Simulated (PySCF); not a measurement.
**`C=C(C)/C(C)=C/B(C)C`, C₈H₁₅B**

Geometry (Å), atoms numbered from 1 in this order:
```xyz
24

C     3.0340   -0.2860   -0.4523
C     1.9560    0.0960    0.2580
C     2.1427    0.7676    1.5896
C     0.5795   -0.1484   -0.2347
C     0.4449   -0.8270   -1.5680
C    -0.5002    0.2553    0.4872
B    -2.0262    0.1335    0.1978
C    -2.9544    1.2468    0.8233
C    -2.7135   -1.0525   -0.5843
H     4.0439   -0.1157   -0.0705
H     2.9560   -0.7773   -1.4232
H     1.6638    0.1946    2.3994
H     1.6955    1.7742    1.5999
H     3.2099    0.8682    1.8281
H     0.9888   -0.2697   -2.3469
H    -0.6000   -0.9049   -1.8812
H     0.8750   -1.8415   -1.5419
H    -0.2670    0.8070    1.4072
H    -2.4808    2.2390    0.8867
H    -3.9391    1.3389    0.3402
H    -3.1471    0.9332    1.8688
H    -2.1114   -1.9646   -0.6972
H    -3.6813   -1.3151   -0.1256
H    -2.9665   -0.6887   -1.5992
```

Computed, not measured: quadratic response CAM-B3LYP/def2-SVPD first hyperpolarisability, Taylor convention, gas phase (PySCF 2.14.0). Geometry: PBE0-D3(BJ)/def2-SVP.

Q: Give the tensor of the second harmonic β(−2ω;ω,ω) at 1907 nm in the axes of these coordinates.

A: In au, Taylor convention; rows are the first index (the induced dipole):
```tsv
	xx	yy	zz	xy	xz	yz
x	+572.9	-18.4	-13.5	-8.4	-1.0	-22.9
y	-11.9	-3.0	+2.1	-18.4	-21.9	+0.2
z	-7.3	+0.1	-3.7	-22.0	-13.0	+2.2
```
Norm of βᵢ = ⅓ Σⱼ (βᵢⱼⱼ + βⱼᵢⱼ + βⱼⱼᵢ): 541.6 au, hyper-Rayleigh value 232.5 au.
